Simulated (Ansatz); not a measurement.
Breaking a bond: H4SSi, SMILES [SiH3]S. The Si1–S5 bond (Si1 also carries H, H, H; S5 carries H) is stretched with both fragments frozen at the PBE0/def2-TZVP optimised geometry. Each curve is given relative to its own lowest point near equilibrium.

```
R / Å      A      B      C
-----  -----  -----  -----
1.74   240.4  244.6  244.8
1.81   146.8  150.2  150.5
1.92    55.9   58.1   58.4
2.03    12.5   13.5   13.8
2.10     1.8    2.1    2.2
2.14     0.0    0.0    0.0
2.20     2.1    1.5    1.4
2.26     8.7    7.6    7.2
2.38    31.6   29.5   28.6
2.50    62.5   59.3   57.8
2.68   115.7  110.9  107.9
2.90   182.2  176.8  169.7
3.23   272.3  264.7  249.1
3.52   336.8  312.8  299.4
3.88   396.8  338.1      —
4.33   444.1  348.0      —
4.70   463.3  350.7      —
5.33   464.4  352.2      —
5.78   448.5  352.6      —
6.33   418.5  352.8      —
7.44   343.2  353.0      —
```

Energies in kJ/mol.

Assign the columns to these levels of theory: Ansatz (an electronic-structure program) with CCSD(T) on RHF/cc-pVTZ, frozen core; MP2 on RHF/cc-pVTZ, frozen core (Ansatz); CCSD on UHF/cc-pVTZ, frozen core in Ansatz.

A is RMP2; B is UCCSD; C is RCCSD(T).

A dash means that the run gave no value there, or that the column was ended at a point which the program doubted or which failed a test of continuity chosen for this set; such a test can also cut sound points.

The unrestricted determinant behind UCCSD is spin-contaminated at 2.90 to 7.44 Å (<S²> up to 1.0, against 0.00 for a pure singlet). The restricted form behind RMP2 keeps the bonding electrons paired and can't separate into open-shell fragments. The T1 diagnostic of CCSD on the restricted reference of RMP2, RCCSD(T) exceeds 0.045 at 3.88 to 7.44 Å.
